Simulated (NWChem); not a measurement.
Everything below was run with NWChem. System: ClFSn, charge 0, spin multiplicity 1, at a geometry optimised with PBE0/def2-SVP with def2 effective core potentials on Sn. The structure started from a generated list of species. Level: G0W0@PBE0/def2-TZVP with def2 effective core potentials on Sn, RI basis def2-tzvp-rifit, no spin-orbit coupling.

Job file:

```
start mol
memory heap 200 mb stack 700 mb global 1700 mb
geometry units angstroms nocenter noautoz
  Sn    -0.501709     0.232366     0.000000
  F      0.798443     1.690307     0.000000
  Cl     1.052909    -1.578299     0.000000
  symmetry group Cs
end
basis spherical
  * library def2-tzvp
end
ecp
  Sn library def2-ecp
end
basis "ri basis" bse spherical
  * library def2-tzvp-rifit
end
dft
  xc pbe0
  iterations 100
  direct
  tolerances tight
end
task dft energy
gw
  states alpha occ 4 vir 2
end
task dft gw
```

Output (cleaned and shortened):

```
             Northwest Computational Chemistry Package (NWChem) 7.3.0
             --------------------------------------------------------

                                NWChem Input Module
                                -------------------

 Scaling coordinates for geometry "geometry" by  1.889725989
 (inverse scale =  0.529177249)

 Turning off AUTOSYM since
 SYMMETRY directive was detected!

                             Geometry "geometry" -> ""
                             -------------------------

 Output coordinates in angstroms (scale by  1.889725989 to convert to a.u.)

  No.       Tag          Charge          X              Y              Z
 ---- ---------------- ---------- -------------- -------------- --------------
    1 Sn                  50.0000    -0.50170900     0.23236600     0.00000000
    2 F                    9.0000     0.79844300     1.69030700     0.00000000
    3 Cl                  17.0000     1.05290900    -1.57829900     0.00000000

 Effective nuclear repulsion energy (a.u.)     335.0750784810

            Nuclear Dipole moment (a.u.)
            ----------------------------
        X                 Y               Z
 ---------------- ---------------- ----------------
    -0.0000188973    -0.0000377945     0.0000000000

      Symmetry information
      --------------------

 Group name             Cs
 Group number              2
 Group order               2
 No. of unique centers     3

      Symmetry unique atoms

     1    2    3


 Summary of "ao basis" -> "" (spherical)
 ------------------------------------------------------------------------------
       Tag                 Description            Shells   Functions and Types
 ---------------- ------------------------------  ------  ---------------------
 *                         def2-tzvp                  on all atoms

 Summary of "ri basis" -> "" (spherical)
 ------------------------------------------------------------------------------
       Tag                 Description            Shells   Functions and Types
 ---------------- ------------------------------  ------  ---------------------
 *                      def2-tzvp-rifit               on all atoms

                                 NWChem DFT Module
                                 -----------------

 Summary of "ao basis" -> "ao basis" (spherical)
 ------------------------------------------------------------------------------
       Tag                 Description            Shells   Functions and Types
 ---------------- ------------------------------  ------  ---------------------
 Sn                        def2-tzvp                16       50   6s5p3d2f
 F                         def2-tzvp                11       31   5s3p2d1f
 Cl                        def2-tzvp                13       37   5s5p2d1f

 Summary of "ao basis" -> "ao basis" (spherical)
 ------------------------------------------------------------------------------
       Tag                 Description            Shells   Functions and Types
 ---------------- ------------------------------  ------  ---------------------
 Sn                        def2-tzvp                16       50   6s5p3d2f
 F                         def2-tzvp                11       31   5s3p2d1f
 Cl                        def2-tzvp                13       37   5s5p2d1f

      Symmetry analysis of basis
      --------------------------

        a'         79
        a"         39

            General Information
            -------------------
          SCF calculation type: DFT
[...]
     5      0.421114  1 Sn s                  6      0.398623  1 Sn s
    96      0.345295  3 Cl px                 2      0.325800  1 Sn s
     3     -0.271506  1 Sn s                 99      0.238559  3 Cl px
     1     -0.205715  1 Sn s                 16     -0.190833  1 Sn px
    10      0.185074  1 Sn px                56      0.176547  2 F  px

 Vector   25  Occ=0.000000D+00  E=-1.110234D-01  Symmetry=a"
              MO Center= -5.1D-01,  1.5D-01,  2.1D-14, r^2= 3.6D+00
   Bfn.  Coefficient  Atom+Function         Bfn.  Coefficient  Atom+Function
  ----- ------------  ---------------      ----- ------------  ---------------
    18      0.552029  1 Sn pz                12     -0.352992  1 Sn pz
    15      0.326336  1 Sn pz                21      0.309017  1 Sn pz
   101     -0.167294  3 Cl pz                98     -0.141216  3 Cl pz
    58     -0.119973  2 F  pz                64     -0.107535  2 F  pz
    61     -0.092470  2 F  pz                95     -0.078008  3 Cl pz

 Vector   26  Occ=0.000000D+00  E=-3.178541D-02  Symmetry=a'
              MO Center= -7.4D-01,  2.1D-01,  3.9D-15, r^2= 5.0D+00
   Bfn.  Coefficient  Atom+Function         Bfn.  Coefficient  Atom+Function
  ----- ------------  ---------------      ----- ------------  ---------------
    20      0.609536  1 Sn py                17      0.355927  1 Sn py
    14      0.283520  1 Sn py                11     -0.280224  1 Sn py
    32     -0.208368  1 Sn d -2              86      0.191563  3 Cl s
    99     -0.186322  3 Cl px                96     -0.154452  3 Cl px
    22      0.117140  1 Sn d -2              56      0.116032  2 F  px

 Vector   27  Occ=0.000000D+00  E=-1.797797D-02  Symmetry=a'
              MO Center= -4.6D-01,  6.2D-02, -5.7D-16, r^2= 5.4D+00
   Bfn.  Coefficient  Atom+Function         Bfn.  Coefficient  Atom+Function
  ----- ------------  ---------------      ----- ------------  ---------------
    19      0.655202  1 Sn px                 5      0.415761  1 Sn s
    16      0.314560  1 Sn px                86     -0.280101  3 Cl s
   100     -0.258389  3 Cl py                13      0.251754  1 Sn px
    10     -0.246994  1 Sn px                 2      0.214784  1 Sn s
     3     -0.177582  1 Sn s                 97     -0.171675  3 Cl py

 center of mass
 --------------
 x =  -0.07877187 y =   0.04747923 z =   0.00000000

 moments of inertia (a.u.)
 ------------------
         527.256616466704         164.397227920862           0.000000000000
         164.397227920862         286.604408038586           0.000000000000
           0.000000000000           0.000000000000         813.861024505290

     Multipole analysis of the density
     ---------------------------------

     L   x y z        total         alpha         beta         nuclear
     -   - - -        -----         -----         ----         -------
     0   0 0 0     -0.000000    -24.000000    -24.000000     48.000000

     1   1 0 0     -1.432697    -13.989635    -13.989635     26.546572
     1   0 1 0      0.006679      6.150872      6.150872    -12.295064
     1   0 0 1      0.000000      0.000000      0.000000      0.000000

     2   2 0 0    -31.826110    -69.696423    -69.696423    107.566737
     2   1 1 0     -0.901793     32.883073     32.883073    -66.667939
     2   1 0 1     -0.000000     -0.000000     -0.000000      0.000000
     2   0 2 0    -35.639550   -141.467124   -141.467124    247.294698
     2   0 1 1      0.000000      0.000000      0.000000      0.000000
     2   0 0 2    -28.103807    -14.051903    -14.051903      0.000000

 Task  times  cpu:       13.8s     wall:       13.8s

                                NWChem Input Module
                                -------------------

                                 NWChem GW Module
                                 ----------------

                             ***********************
                             ***        GW       ***
                             ***********************

 Summary of "ri basis" -> "ri basis" (spherical)
 ------------------------------------------------------------------------------
       Tag                 Description            Shells   Functions and Types
 ---------------- ------------------------------  ------  ---------------------
 Sn                     def2-tzvp-rifit             38      184   9s8p8d6f4g3h
 F                      def2-tzvp-rifit             22       76   8s6p4d3f1g
 Cl                     def2-tzvp-rifit             29      113   9s7p6d5f2g

                 Memory Information
                 ------------------
          Available GA per process is          1699.9 MBs
          Available stack per process is        700.0 MBs
          Available heap per process is           0.0 MBs

          Peak memory in Initialization
              Peak GA per process is                  9.8 MBs
              Peak stack per process is               0.1 MBs
              Peak heap per process is               10.4 MBs
              Memory not in MA per process            0.0 MBs

          Peak memory in AFF Calculation
              Peak GA per process is                 53.8 MBs
              Peak stack per process is              38.8 MBs
              Peak heap per process is                0.0 MBs
              Memory not in MA per process           38.8 MBs

          Computing 2-center integrals
          Computing Inverse Cholesky factor
          Computing 3-center integrals
          Computing V_xc ...

          Computing Sigma_x
          Computing RPA polarizability
          Solving quasiparticle equations

                  Alpha Orbitals
          State     Energy (eV)     Error (eV)
          -----------------------------------
@GW        21        -12.767           0.005
@GW        22        -11.016           0.004
@GW        23        -10.962           0.004
@GW        24        -10.344           0.004
@GW        25         -0.989           0.004
@GW        26          1.041           0.004

   Applying  -2.0025 eV scissor-shift to rest of particle states

   Applying   2.0320 eV scissor-shift to rest of hole states

     GW Timing Statistics
   ------------------------
   Init.   :          0.1s
     ERIs  :          0.9s
     Distr.:          0.0s
     Vxc   :          1.5s
   Sigma_x :          0.0s
   RPA     :          1.8s
   Wmn     :          0.0s
   Sigma_c :          0.0s
   GW total:          4.4s

 Task  times  cpu:        4.4s     wall:        4.4s

 Total times  cpu:       18.3s     wall:       18.3s
```
